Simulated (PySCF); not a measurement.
## SnH under electron impact: the energy ladder

PBE0 in PySCF with def2-TZVPPD on every atom (core potentials on Sn), for the lowest determinant that a PBE0 search found; no spin–orbit coupling.

```csv
species,state (unpaired electrons),Re (Å),ωe (cm⁻¹),energy of the minimum from the neutral (eV),De (eV),dissociates to
SnH,doublet (π ↑),1.778,1713,0.00,2.60,Sn + H
SnH⁺,singlet (closed shell),1.761,1828,7.20,2.70,Sn⁺ + H
SnH⁻,triplet (π ↑↑),1.811,1534,-1.26,2.53,Sn⁻ + H
```

Q: Work out the lowest energy to break SnH into atoms, from its vibrational ground state.

A: D0 = De − ωe/2 = 2.60 − 0.11 = 2.49 eV (PBE0/def2-TZVPPD).

Q: Work out the ionisation energy of the Sn atom at this level and the threshold of dissociative ionisation.

A: IE(Sn) = 7.20 + 2.70 − 2.60 = 7.30 eV, so Sn⁺ + H + e⁻ appears at D0 + IE(Sn) = 9.79 eV (PBE0/def2-TZVPPD). The measured IE(Sn) is 7.344 eV (NIST ASD).

Q: Work out the electron affinity of the Sn atom and the threshold of dissociative attachment.

A: EA(Sn) = 2.60 − 2.53 − (-1.26) = 1.33 eV, so Sn⁻ + H needs D0 − EA(Sn) = 1.16 eV (PBE0/def2-TZVPPD). The measured EA(Sn) is 1.112 eV.

These are thermodynamic thresholds; the onsets seen under electron impact lie higher where the geometry changes, and cross-sections peak well above them.

These are scalar-relativistic numbers at best; spin–orbit coupling would shift them, the dissociation energy most. For an ion De counts to the pair picked by the measured ionisation energies or electron affinities, which need not be the lowest pair at this level. The highest Kohn–Sham level is positive in this anion. Much of that is self-interaction error, but it also means that the finite basis helps to hold the extra electron. States were picked by a PBE0 search and need not be the measured ground states.
